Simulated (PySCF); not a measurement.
SnCl, SMILES [Cl][Sn+] (connectivity only; charge and spin as stated), charge +1, multiplicity 1. Atoms are numbered in the order given.

```xyz
2

Sn     0.0000     0.0000    -0.5733
Cl     0.0000     0.0000     1.6863
```
Charge +1, spin multiplicity 1.

Coordinates come from a PBE0-D3(BJ)/def2-TZVP optimisation. The multiplicity is an assumed one; other spin states were not compared. The def2 effective core potentials stand for the cores of Sn; spin–orbit coupling is left out.

All values below come from PBE0/def2-TZVPD (PySCF).

Mulliken values depend strongly on the basis, most of all with diffuse functions as here. ESP charges are fitted to the potential on shells at 1.4 to 2.0 van der Waals radii. Atomic charges (e):

| atom | ESP fit | Mulliken |
|---|---|---|
| Sn1 | 1.02 | 1.22 |
| Cl2 | -0.02 | -0.22 |
